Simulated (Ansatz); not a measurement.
## Ligand exchange: C2H9ClSi2 + CH2F2O → C2H10OSi2 + CHClF2

Species: C2H9ClSi2 `CC[SiH]([SiH3])Cl`, singlet; CH2F2O `OC(F)F`, singlet; C2H10OSi2 `CC[SiH](O)[SiH3]`, singlet; CHClF2 (difluorochloromethane) `FC(F)Cl`, singlet. The partners trade Cl for OH: Si–Cl and C–OH bonds give way to Si–OH and C–Cl.

Shapes, held fixed at every level: PBE0-D4/def2-TZVP. Flexible molecules stand in one conformer, not always the lowest. Programs: Ansatz 0.2.0. Electronic energies: no zero-point or thermal term.

| level | kind | ΔE (kJ/mol) | less CCSD(T)/CBS estimate |
| --- | --- | --- | --- |
| HF/def2-TZVPP | Hartree–Fock | +68.4 | +10.4 |
| r2SCAN-D4/def2-TZVPP | meta-GGA | +59.3 | +1.3 |
| B3LYP-D4/def2-TZVPP | global hybrid | +57.0 | -1.0 |
| PBE0-D4/def2-TZVPP | global hybrid | +64.4 | +6.4 |
| wB97M-V/def2-TZVPP | range-separated hybrid | +60.4 | +2.4 |
| wB97X-V/def2-TZVPP | range-separated hybrid | +61.1 | +3.1 |
| CCSD(T)/def2-TZVPP | coupled cluster or CI | +59.2 | +1.2 |
| CCSD(T)/CBS estimate | coupled cluster or CI | +58.0 | 0.0 |

The highest level, CCSD(T)/CBS estimate, gives ΔE = +58.0 kJ/mol; the levels span +57.0 to +68.4. The column of differences is taken from that level and isn't an error. No measured value is set beside it here. The CBS estimate extrapolates MP2 from def2-TZVPP and def2-QZVPP and adds CCSD(T) − MP2 in the triple-zeta set, cores frozen.
